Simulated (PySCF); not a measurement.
**Si3PH7O3**

Si3PH7O3 is a molecule, neutral, singlet. The structure, one conformer, was relaxed in the gas phase by PBE0-D3(BJ)/def2-SVP. No frequency run checks that it is a minimum.

SMILES: P[SiH]1O[SiH2]O[SiH2]O1

```xyz
14

O    -0.039    1.154   -0.801
Si    1.511    1.438   -0.265
O     2.049    0.039    0.454
Si    1.364   -1.461    0.665
O    -0.169   -1.401    0.019
Si   -1.054   -0.154   -0.637
P    -2.669    0.397    0.826
H     2.376    1.768   -1.426
H     1.502    2.536    0.735
H     1.285   -1.768    2.116
H     2.161   -2.481   -0.065
H    -1.535   -0.561   -1.982
H    -3.452   -0.754    0.500
H    -3.337    1.233   -0.123
```
Atom numbers follow the order of the file, from 1.

Shieldings: GIAO PBE0/pcSseg-1. Shifts are against computed references at the same level: H TMS (σ 31.27 ppm), Si TMS (σ 352.0 ppm). Core levels by delta-SCF with SCAN, pcX-2 on the ionised atom and pcseg-1 elsewhere, spin-free X2C (2p3/2 is the spin-free 2p value less a third of a first-order spin-orbit splitting); from the vacuum level, for chosen atoms.

Question: Give the shieldings and core levels atom by atom.

Answer: 
```tsv
atoms	bonded to	σ (ppm)	δ (ppm)	core level (eV)
O1 O5	2 Si	234.9	-	1s 538.04
Si2 Si4	2 O + 2 H	384.9	-32.9	2p3/2 108.22
O3	2 Si	251.1	-	1s 538.11
Si6	2 O + 1 P + 1 H	358.3	-6.3	2p3/2 107.99
P7	1 Si + 2 H	572.7	-	2p3/2 136.41
H8 H11	1 Si	26.07	5.20	-
H9 H10	1 Si	26.05	5.22	-
H12	1 Si	25.22	6.05	-
H13 H14	1 P	29.52	1.75	-
```

Values are those of this one static structure; atoms that internal rotation interchanges would show their mean in an NMR spectrum.

Question: By CAM-B3LYP/def2-SVPD (TDDFT singlets, Tamm-Dancoff triplets, ionisation by delta-SCF), where does absorption start, and what does vertical ionisation take?

Answer: The lowest singlet lies at 6.50 eV (f 0.005), the strongest of the first 6 at 7.37 eV (f 0.327), the lowest triplet at 5.65 eV; vertical ionisation takes 9.65 eV.
